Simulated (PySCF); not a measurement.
Delta-valerolactone, C₅H₈O₂.
SMILES: `O=C1CCCCO1`

Jobs on this species (15 atoms, 54 electrons) with PySCF (density fitting). Hardware of each: an x86-64 server with one thread (shared host). Other jobs ran on the host; a repeat could differ by tens of per cent or more.

| level and settings | work | basis functions | SCF cycles | wall time |
| --- | --- | --- | --- | --- |
| wB97X-D/pcSseg-2 | shieldings, ring-centre shieldings | 364 | ? | ? |
| PBE0-D3(BJ)/def2-SVP, grid level 1 | geometry optimisation from a GFN2-xTB start | 138 | 58 | 53 s |
| CAM-B3LYP/def2-SVPD | 10 singlets by full TDDFT, 4 Tamm–Dancoff triplets, polarisability, ΔSCF ions | 210 | 14 | 1.8 min |
| B3LYP/pcJ-1 | spin–spin couplings from 13 perturbed nuclei, spin–dipole term left out | 269 | 15 | 37 s |
| PBE0/pcSseg-1 | shieldings, ring-centre shieldings, charges and field gradients | 159 | 14 | 16 s |

Q: Fill in the missing figures.

A: 
- wB97X-D/pcSseg-2; shieldings, ring-centre shieldings: 65 s, 13 SCF cycles

Q: What do all jobs in the table cost together?

A: About 4.7 min; the longest takes about 39 % of that, and about 6.8 times as long as the shortest.
